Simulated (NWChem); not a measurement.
# InNH₃F; SMILES [NH2][InH][F]

```xyz
6

In    -0.2794    -0.0825     0.0283
H     -1.9586    -0.3307    -0.0464
F      0.8716    -1.6751    -0.0861
N      0.8998     1.5419     0.0610
H      1.8829     1.4213     0.2832
H      0.5617     2.4352     0.4016
```
Atoms are numbered in this order, from 1.

Program: NWChem. The geometry was optimised at PBE0/def2-SVP. def2 effective core potentials on In; no spin-orbit coupling. Field at 589 nm.

Problem. Predict the results for B3LYP/def2-SVP (core potentials). Quantities: isotropic polarisability (bohr³); anisotropy (bohr³).

Solution. 
```
Property                          Value
--------------------------------  -----
isotropic polarisability (bohr³)   37.9
anisotropy (bohr³)                 20.0
```
